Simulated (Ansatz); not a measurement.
Start from `FC(F)(F)S` and change one element to get `[F][Ge]([F])([F])[SH]`.

Ansatz, PBE0-D4/def2-TZVP geometries, multiplicity 1. Each molecule was computed in one conformer, which needn't be the lowest.

Scalar relativity is left out up to krypton.

| property | `FC(F)(F)S` |
| --- | --- |
| LUMO energy (ωB97M-V/def2-TZVPP) / eV | 1.70 |
| HOMO–LUMO gap (PBE0/def2-TZVPP) / eV | 7.84 |
| size of the dipole moment (ωB97M-V/def2-TZVPP) / D | 1.48 |
| HOMO energy (PBE0/def2-TZVPP) / eV | -8.22 |
| HOMO–LUMO gap (ωB97M-V/def2-TZVPP) / eV | 12.20 |
| zero-point energy (PBE0-D4/def2-TZVP) / kJ/mol | 62.0 |

Task: What does the change do to each property? (Best estimate.)

Result: The calculation gave: 
```
                                          property  `[F][Ge]([F])([F])[SH]`  shift
             LUMO energy (ωB97M-V/def2-TZVPP) / eV                     0.68  -1.02
              HOMO–LUMO gap (PBE0/def2-TZVPP) / eV                     7.48  -0.36
size of the dipole moment (ωB97M-V/def2-TZVPP) / D                     2.56   1.08
                HOMO energy (PBE0/def2-TZVPP) / eV                    -8.90  -0.68
           HOMO–LUMO gap (ωB97M-V/def2-TZVPP) / eV                    11.81  -0.39
    zero-point energy (PBE0-D4/def2-TZVP) / kJ/mol                     43.9  -18.1
```

With PBE0 the HOMO falls by 0.68 eV and the LUMO falls by 1.05 eV, so the gap narrows by about 0.37 eV. PBE moves the HOMO by -0.71 eV and ωB97M-V by -0.64 eV. Dipoles are sizes alone; their direction can turn.
